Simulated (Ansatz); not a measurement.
CH5BN2 can be A, `B1NCN1`, or B, `NC1BN1`.

Calculated with Ansatz (gas phase, PBE0-D4/def2-TZVP geometries, no zero-point term in ΔE). CBS: MP2 limit from def2 TZ/QZ plus the TZ coupled-cluster correction, frozen cores. This one scheme is used for every species. DFT in def2-TZVPP. B3LYP here is the variant with VWN-RPA as its local correlation; programs differ in this. One conformer a species, not always the lowest.

Which is lower in electronic energy at CCSD(T)/CBS, and by how much? (An estimate is asked.)

The calculation gave: A, by 35.6 kcal/mol.

Give E(B) − E(A) in kcal/mol with ωB97M-V, B3LYP-D4, r2SCAN-D4, PBE-D4, CCSD(T)/def2-TZVPP, MP2/def2-TZVPP, CCSD/def2-TZVPP. (Best estimate.)

Computed: ωB97M-V 35.0, B3LYP-D4 34.4, r2SCAN-D4 34.4, PBE-D4 33.3, CCSD(T)/def2-TZVPP 35.9, MP2/def2-TZVPP 35.9, CCSD/def2-TZVPP 36.3. None reverses the order clearly.

Largest T1 diagnostic: 0.013.

In def2-TZVPP, CCSD(T) changes the Hartree–Fock value by −2.4 kcal/mol (the triples alone add −0.4 kcal/mol) and MP2 by −2.4 kcal/mol. From PBE to PBE0 (25 % exact exchange), in def2-TZVPP and without D4, E(B) − E(A) moves by +1.7 kcal/mol.
